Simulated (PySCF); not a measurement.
The dipole of `FC[C@H](CC[SiH3])C=C=C` from its density and from atomic charges.

Coordinates (GFN2-xTB, Å) and charges (e) from the PBE0/pcSseg-1 density (PySCF):

```
atom       x       y       z  Mulliken      IAO  Hirshfeld  ESP-fitted
  C1  -3.609   1.684   0.626   -0.1483  -0.3707    -0.1206     -0.6160
  C2  -2.646   0.836   0.801   -0.1086  +0.0257    -0.0016     +0.2500
  C3  -1.673  -0.004   0.959   -0.1561  -0.2039    -0.0608     -0.5012
  C4  -0.705  -0.389  -0.133   -0.3475  -0.1120    -0.0247     +0.1831
  C5  -0.783  -1.899  -0.368   +0.2381  +0.0447    +0.0255     -0.0417
  F6  -0.400  -2.595   0.753   -0.3413  -0.3316    -0.1118     -0.2055
  C7   0.715   0.057   0.253   -0.1967  -0.2502    -0.0709     +0.1581
  C8   1.712  -0.021  -0.899   -0.5226  -0.5311    -0.1547     -0.2900
 Si9   3.433   0.629  -0.412   +0.5076  +0.6047    +0.3178     +0.3569
 H10  -3.475   2.739   0.801   +0.1463  +0.1701    +0.0557     +0.2329
 H11  -4.593   1.372   0.311   +0.1460  +0.1700    +0.0556     +0.2345
 H12  -1.505  -0.481   1.915   +0.1390  +0.1712    +0.0527     +0.2061
 H13  -1.001   0.100  -1.067   +0.1223  +0.1417    +0.0435     +0.0244
 H14  -0.117  -2.217  -1.177   +0.1071  +0.1329    +0.0421     +0.0600
 H15  -1.810  -2.207  -0.593   +0.1137  +0.1428    +0.0428     +0.1067
 H16   1.061  -0.560   1.085   +0.1344  +0.1395    +0.0337     -0.0041
 H17   0.658   1.089   0.608   +0.1374  +0.1366    +0.0347     -0.0064
 H18   1.801  -1.053  -1.241   +0.1461  +0.1391    +0.0372     +0.0928
 H19   1.326   0.553  -1.745   +0.1385  +0.1408    +0.0381     +0.0601
 H20   4.319   0.525  -1.573   -0.0892  -0.1188    -0.0794     -0.1042
 H21   3.963  -0.169   0.694   -0.0810  -0.1196    -0.0766     -0.0984
 H22   3.319   2.029   0.003   -0.0855  -0.1217    -0.0781     -0.0979
```

Task: Compute μ = Σ q r for each scheme (1 e·Å = 4.803 D) and compare with the dipole of the full density.

Result: The full density gives (-0.59, 0.70, -1.53) D, 1.78 D in size; dipole vectors point from the negative to the positive end.

```json
{"scheme": "Mulliken", "μx": "-0.25", "μy": "1.90", "μz": "-2.03", "size (D)": "2.79", "share of the full size (%)": "157", "angle to the full dipole (°)": "23"}
{"scheme": "IAO", "μx": "0.07", "μy": "1.58", "μz": "-2.16", "size (D)": "2.68", "share of the full size (%)": "150", "angle to the full dipole (°)": "24"}
{"scheme": "Hirshfeld", "μx": "-0.12", "μy": "0.38", "μz": "-0.85", "size (D)": "0.94", "share of the full size (%)": "53", "angle to the full dipole (°)": "12"}
{"scheme": "ESP-fitted", "μx": "-0.58", "μy": "0.69", "μz": "-1.51", "size (D)": "1.76", "share of the full size (%)": "99", "angle to the full dipole (°)": "0"}
```

Task: Which set comes closest?

Result: Length of the difference vector: ESP-fitted 0.03 D, Hirshfeld 0.88 D, IAO 1.27 D, Mulliken 1.34 D. Closest: ESP-fitted. ESP charges are fitted to the potential around the molecule, whose slowest-falling term is the dipole's. The schemes that divide the density aren't constrained to reproduce the dipole.

Task: What is left for the Hirshfeld atoms' own dipoles?

Result: The shares of the density sum to the whole, so what Σ q r misses lies in dipoles about the nuclei. The atomic dipoles sum to (-0.59, 0.70, -1.53) − (-0.12, 0.38, -0.85) = (-0.47, 0.32, -0.68) D, 0.88 D in size.

Task: With the origin at the mean of the coordinates, (0.000, 0.001, -0.018) Å, which are the largest single terms, by size, of the Mulliken dipole along the direction of the full one?

Result: F6 +2.55, Si9 -1.35, H11 +1.25, H10 +1.08, H16 -0.98 D; all 22 atoms together +2.57 D. The single terms depend on the origin, their sum doesn't.

Task: Give the size of the full dipole in other units.

Result: 1.78 D = 0.701 au = 0.371 e·Å = 5.94 × 10⁻³⁰ C·m.

Geometry: GFN2-xTB, one conformer, isolated molecule.

Conformer computed: `[CH2:1]=[C:2]=[CH:3][C@H:4]([CH2:5][F:6])[CH2:7][CH2:8][SiH3:9]`: C2–C3–C4–C5 -121°, C3–C4–C5–F6 -63°, C3–C4–C7–C8 -168°, C4–C7–C8–Si9 177°.
